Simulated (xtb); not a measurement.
In(Br)(OMe)(NH2) (CH₅BrInNO), SMILES C[O][In]([NH2])[Br]. All values are semi-empirical tight-binding results from xtb (GFN2-xTB unless named), good for trends rather than for accurate numbers. Coordinates come from a GFN2-xTB optimisation. Other conformers were not sampled.

For metal compounds this method's bond lengths and energies can be far off.

| Item | Value |
|---|---|
| orbital gap | 2.63 eV |
| zero-point energy | 39.5 kcal/mol |
| G − E(el) at 298.15 K (modified RRHO) | 16.1 kcal/mol |
